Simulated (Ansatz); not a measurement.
Reaction (atomization): `[SiH3]C[S][GaH2]` → C• + Ga• + 7 H• + S• + Si•

Calculated with Ansatz (gas phase, PBE0-D4/def2-TZVP geometries, no zero-point term in ΔE). CCSD(T)/CBS is the MP2 limit (def2-TZVPP, def2-QZVPP) plus CCSD(T) − MP2 in def2-TZVPP, frozen cores. This one scheme is used for every species, atoms too. Functionals use def2-TZVPP. No spin–orbit coupling; open shells (•) take unrestricted orbitals. Spin–orbit coupling would lower the free atoms: a little for C, S, Si; clearly for Ga. For Ga outer-core shells are correlated without core-valence functions, so the limit isn't a true one: a few kJ/mol of doubt a bond, and 10 to 20 or more in all where bonds break to atoms. Scalar relativity is left out up to krypton. One conformer a species, not always the lowest.

```
             level  ΔE (kJ/mol)
         revPBE-D4       3261.4
      CAM-B3LYP-D4       3317.5
           ωB97X-V       3346.2
               PBE       3287.9
           LC-ωPBE       3285.2
       HF/def2-SVP       2469.2
CCSD(T)/def2-TZVPP       3253.5
    CCSD/CBS(def2)       3289.2
```

Task: What does CCSD(T)/CBS give? (An estimate is asked.)

Result: The calculation gave: +3330.0 kJ/mol. The listed levels differ from it by -68.6, -12.5, 16.2, -42.1, -44.8, -860.8, -76.5, -40.8 kJ/mol.

Largest T1 diagnostic among the species: 0.013.

From PBE to PBE0 (25 % exact exchange), in def2-TZVPP and without D4, ΔE moves by −11.9 kJ/mol: exact exchange takes away binding that semilocal exchange gives to molecules. Leaving LDA and LC-ωPBE aside and taking each functional with its dispersion term where it has one, the values, not all of them listed here, spread over 91.8 kJ/mol, from BHLYP-D4 to B97M-V. LDA lies +436.6 kJ/mol from PBE without D4, its usual overbinding.

For atomizations the MP2-based limit and the directly extrapolated one differ by several kJ/mol either way, and by 10 to 25 for some Ge, Se and Sn compounds, so smaller differences from it don't rank the levels.
